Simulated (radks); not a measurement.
All-electron atom: Tl+ in [Xe] 4f14 5d8 6s2 6p2 (not the ground configuration).

All-electron calculation, scalar-relativistic Kohn-Sham, SCAN, spin-polarised, spherical densities, finite nucleus; open shells are filled with parallel spins first (spin-orbit coupling, left out, can overturn this in heavy ions); meta-GGA in the generalised Kohn-Sham scheme; Fermi nuclear charge, rms radius 5.4759 fm. Program: a radial shooting solver on a logarithmic mesh with Libxc functionals.

Energy parts (eV):
part                       energy
total                  -550822.44
kinetic                 620071.01
electron-nucleus      -1371922.30
Hartree                 211342.27
exchange-correlation    -10313.42

Orbitals (lengths in bohr, moments of r in powers of bohr):
orbital,occ.,eigenvalue (eV),<r^2>,<r^4>
1s up,1,-85702.92,0.0003690,3.762e-07
1s down,1,-85702.89,0.0003690,3.762e-07
2s up,1,-15305.69,0.005601,0.00005448
2s down,1,-15305.53,0.005601,0.00005448
2p up,3,-13166.20,0.004755,0.00004492
2p down,3,-13166.03,0.004755,0.00004492
3s up,1,-3681.503,0.03601,0.001955
3s down,1,-3681.416,0.03601,0.001955
3p up,3,-3062.297,0.03725,0.002175
3p down,3,-3062.188,0.03724,0.002175
3d up,5,-2418.697,0.03092,0.001677
3d down,5,-2418.521,0.03092,0.001677
4s up,1,-843.5110,0.1728,0.04300
4s down,1,-843.2031,0.1728,0.04300
4p up,3,-639.5945,0.1977,0.05766
4p down,3,-639.3194,0.1976,0.05760
4d up,5,-399.4984,0.2232,0.07861
4d down,5,-399.1831,0.2230,0.07835
5s up,1,-153.0117,0.8582,1.057
5s down,1,-150.7315,0.8531,1.048
4f up,7,-134.8870,0.2627,0.1369
4f down,7,-134.4992,0.2615,0.1350
5p up,3,-97.0161,1.120,1.861
5p down,3,-94.5436,1.121,1.874
5d up,5,-33.0818,1.985,6.702
5d down,3,-30.9292,1.999,6.764
6s up,1,-22.1642,5.662,48.09
6s down,1,-20.5326,5.376,43.37
6p up,2,-12.1315,9.085,126.4

The highest occupied level is 6p up at -12.131 eV. The density falls to 0.001 e/bohr^3 at r = 4.39 bohr. Spin moment in Bohr magnetons: 4. The electron density at the nucleus is 2.719e+06 e/bohr^3 (large components only). The spin density at the nucleus is -40.98 e/bohr^3 (1s -0.82, 2s -0.49, 3s 0.58, 4s 5.42, 5s -24.51, 6s -21.16). Summed over all electrons, <r^2> = 61.65 bohr^2, which gives a Langevin (diamagnetic) susceptibility term of -48.8 x 10^-6 cm^3/mol.

Empty levels of this run are not shown, since the potential may be unsettled where no density lies.
